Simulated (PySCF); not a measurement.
## How methods differ on the excitation energy of I

I [Kr] 4d10 5s2 5p5 (2P) → I [Kr] 4d10 5s2 5p4 5d1 (high-spin determinant), as a difference of total energies. Calculation: PySCF 2.14, in aug-cc-pV5Z-PP with ECP28MDF; scalar relativity through the core potential. Correlated levels: valence: 4s2 4p6 4d10 frozen. The calculations carry no spin-orbit coupling.

```tsv
method	excitation energy (eV)
UHF	7.830
LDA	8.423
PBE	8.113
PBE0	8.230
r2SCAN	8.297
BHandHLYP	8.471
B2PLYP	8.440
B3LYP	8.361
MP2 (valence)	8.437
SCS-MP2 (valence)	8.579
```

Q: How much does correlation contribute at MP2 (valence)?

A: 8.437 − (7.830) = 0.607 eV, measured against UHF.

The promoted electron is Rydberg-like, and one or two diffuse shells describe it only roughly, which tends to raise the upper state.

The determinant of the upper state mixes LS terms, which raises its energy above the lowest term, most at the Hartree-Fock and MP2 levels.
